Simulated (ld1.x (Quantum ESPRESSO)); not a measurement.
**Ga (Z = 31), ultrasoft: configuration errors across variants**

ld1.x (Quantum ESPRESSO) 7.5 input, shortened:

```
&input
   title='Ga', zed=31., rel=1, dft='REVPBE', iswitch=3,
   config='[Ar] 3d10 4s2 4p0'
 /
 &inputp
   pseudotype=3, tm=.true., lloc=-1, rcloc=1.70,
   nlcc=.false.,
   which_augfun='PSQ', rmatch_augfun_nc=.true.
 /
4
4S  1  0   2.00   0.00  1.55  1.70  0.0
4S  1  0   0.00   0.25  1.55  1.70  0.0
4P  2  1   0.00   0.00  2.10  2.50  0.0
4P  2  1   0.00   0.70  2.10  2.50  0.0
 &test
   configts(1)='4s2 4p0'
 /
```

All-electron excitation energies from the reference (eV): (1) 4s2 4p1 -5.623; (2) 4s1 4p0 20.981; (3) 4s2 4p0.5 -3.621; (4) 4s1 4p2 0.891; (5) 4s1 4p1 7.350; (6) 4s2 4p1.3 -6.143; (7) 4s0 4p3 7.680.

3 further variants failed, have other tests or too few solved ones, and are left out.

Errors AE − PS in meV (a dash: test not solved or not reliable):

| change | (1) | (2) | (3) | (4) | (5) | (6) | (7) | bound ghosts |
| --- | --- | --- | --- | --- | --- | --- | --- | --- |
| base | +19 | +15 | +6.1 | +75 | +28 | +27 | +222 | none |
| waves 4s (bound): rcut 1.55, rcutus 1.98 bohr; 4s channel at 0.25 Ry: rcut 1.55, rcutus 1.98 bohr | +20 | +17 | +6.6 | +82 | +31 | +28 | +225 | none |
| waves 4s (bound): rcut 1.55, rcutus 2.16 bohr; 4s channel at 0.25 Ry: rcut 1.55, rcutus 2.16 bohr | +20 | +17 | +6.7 | +83 | +32 | +29 | +221 | none |
| waves 4s (bound): rcut 1.55, rcutus 2.40 bohr; 4s channel at 0.25 Ry: rcut 1.55, rcutus 2.40 bohr | +21 | +19 | +6.9 | +84 | +33 | +29 | +215 | none |
| waves 4s (bound): rcut 1.55, rcutus 2.56 bohr; 4s channel at 0.25 Ry: rcut 1.55, rcutus 2.56 bohr | +21 | +20 | +7.0 | +85 | +33 | +30 | +211 | none |

**Question.** Give the same row for: waves 4s (bound): rcut 1.55, rcutus 1.68 bohr; 4s channel at 0.25 Ry: rcut 1.55, rcutus 1.68 bohr.

**Answer.** +18, +15, +6.0, +73, +27, +26, +218; bound ghosts: none.
